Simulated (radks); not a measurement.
Isoelectronic series with 53 electrons, each ion in its NIST ground configuration. Method: scalar-relativistic Kohn-Sham, BLYP, spin-polarised, spherical densities, finite nucleus; open shells are filled with parallel spins first (spin-orbit coupling, left out, can overturn this in heavy ions); Fermi nuclear charge, rms radius of each element as measured or else 0.836 A^(1/3) + 0.57 fm; computed with a radial shooting solver on a logarithmic mesh with Libxc functionals. Total energies (hartree) and mean radii <r> (bohr) (* marks an orbital that is empty in some or all of the ions):

ion,configuration,E (hartree),5p down*,5p up*
I,[Kr] 4d10 5s2 5p5,-7116.83604,2.500,2.472
Ba3+,[Kr] 4d10 5s2 5p5,-8134.0590,1.838,1.833
Pr6+,[Kr] 4d10 4f1 5s2 5p4,-9229.3772,1.542,1.534
Sm9+,[Kr] 4d10 4f4 5s2 5p1,-10405.8276,1.381,1.368
Tb12+,[Kr] 4d10 4f5 5s2,-11666.5072,1.226,1.216
Er15+,[Kr] 4d10 4f7,-13011.3730,1.118,1.102
Lu18+,[Kr] 4d10 4f7,-14443.7515,1.010,0.9975
Ir24+,[Kr] 4d10 4f7,-17576.1308,0.8478,0.8403
Hg27+,[Kr] 4d10 4f7,-19281.1661,0.7855,0.7794

Estimate the row of W21+ ([Kr] 4d10 4f7).

Answer. E (hartree) -15964.5621; 5p down* 0.9214; 5p up* 0.9119.
